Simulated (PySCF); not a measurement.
Method: B3LYP-D3(BJ)/def2-TZVP run with PySCF 2.14.0. All species are isolated molecules in the gas phase. B3LYP has the VWN-RPA correlation part, as in Gaussian. 

Reference species (SMILES): `C#CC=C` (neutral, multiplicity 1).

```yaml
LUMO: -1.20 eV
HOMO: -6.98 eV
HOMO–LUMO gap: 5.78 eV
```

Changed species: `C=C=C=C`.

### Question
Predict the effect on the LUMO, HOMO and HOMO–LUMO gap.

### Answer
the LUMO decreases by 0.61 eV, to -1.81 eV; the HOMO goes up by 0.10 eV, to -6.88 eV; the HOMO–LUMO gap drops by 0.71 eV, to 5.07 eV.
